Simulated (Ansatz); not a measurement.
Input file for Ansatz (an electronic-structure program): R-PBE/def2-TZVPPD on H4OSi (SMILES O[SiH3]) with ghost functions, monomers drawn apart or pushed together. Files ending in .json are basis or fitting sets from the Basis Set Exchange.

Ansatz 0.2 input:
```yaml
crystal:
  periodic: [false, false, false]
  atoms:
    - {symbol: O, position_ang: [-0.74355244, -0.23104962, 3.08396345]}
    - {symbol: Si, position_ang: [-0.43039630, 0.24379914, 4.61311528]}
    - {symbol: H, position_ang: [-1.60983824, -0.50938575, 2.79721988]}
    - {symbol: H, position_ang: [-1.23555427, 1.42172779, 4.93681899]}
    - {symbol: H, position_ang: [0.99264749, 0.53189882, 4.54936162]}
    - {symbol: H, position_ang: [-0.74966833, -0.84380110, 5.53801191]}
basis:
  gaussian:
    orbitals: def2-TZVPPD.json
    ghost_atoms:
      - {symbol: C, position_ang: [0.37267874, -0.35776862, 0.69753512]}
      - {symbol: O, position_ang: [1.43933991, -0.01463126, 0.86222777]}
hamiltonian:
  xc: {name: PBE}
scf: {lower_state_search: off}
```

Program output:

```
WARN ansatz: RAYON_NUM_THREADS=1 ignored (pool sized by the plan → 1); use --threads N
Functional definition: PBE
these checks for a lower state are left out or cut short: stability, starts, cluster_reference, orbital_swaps, neighbouring_geometries, increment
integrals: 0.14 GiB planned
1063 factors; their error is unknown
mean field: 1.00 GiB planned
mean field evaluation 1: about -9979.0467 eV, gradient 6.2e1 eV
mean field evaluation 2: about -9943.5226 eV, gradient 1.4e2 eV
mean field evaluation 4: about -9985.3235 eV, gradient 3.6e0 eV
mean field evaluation 8: about -9985.3635 eV, gradient 3.3e-2 eV
mean field evaluation 16: about -9985.3481 eV, gradient 7.3e-6 eV
mean field -9985.34814777 eV, -366.9547761183 hartree, gradient 1.1e-6 eV, S^2 0.000000; 0 other end points of the search recorded, 0 dependent functions left out
reference -9985.34819312 eV, -366.9547777849 hartree; 13, 13 occupied and 220, 220 virtual orbitals, 1063 factors
Total energy: -9985.34819312 eV, -366.9547777849 hartree
Checks for a lower state left out: stability, starts, cluster_reference, orbital_swaps, neighbouring_geometries, increment
```

The calculation finished and met its thresholds.

Cost: very roughly 1.5 core-seconds.
